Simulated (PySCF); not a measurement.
Species: H6OSiSn.
Atom-mapped SMILES: `[SiH3:1][O:2][SnH3:3]` (hydrogens: H4, H5, H6 on Si1; H7, H8, H9 on Sn3)

Computed, not measured: PySCF, PBE0-D3(BJ)/def2-SVP geometry optimisation, gas phase, def2 core potentials past Kr.

(1) List the bond lengths and angles at this level.

## Answers

(1) 
| bond | length (Å) |
| --- | --- |
| Si1–O2 | 1.648 |
| O2–Sn3 | 1.986 |
| Si1–H4, Si1–H5, Si1–H6 | 1.498 |
| Sn3–H7, Sn3–H8, Sn3–H9 | 1.710 |

Bonds in one row agree within 0.01 Å and their mean is given. A selection of angles:
| angle | degrees |
| --- | --- |
| O2–Si1–H4 | 111.6 |
| O2–Si1–H5 | 109.1 |
| H4–Si1–H5 | 108.6 |
| H4–Si1–H6 | 107.3 |
| Si1–O2–Sn3 | 136.9 |
| O2–Sn3–H7 | 106.9 |
| O2–Sn3–H8 | 103.8 |
| H7–Sn3–H8 | 113.0 |
| H7–Sn3–H9 | 112.4 |

Si1 (oxygen-bound silicon) is tetrahedral (angles from 107.3° to 111.6°). Sn3 (tin bonded to O and 3 H) is distorted tetrahedral (angles from 103.8° to 113.0°). O2 (oxygen bonded to Si and Sn) is bent (angle 136.9°).

Point group: Cs (every atom within 0.08 Å of its image). Not checked by PBE0-D3(BJ)/def2-SVP frequencies.
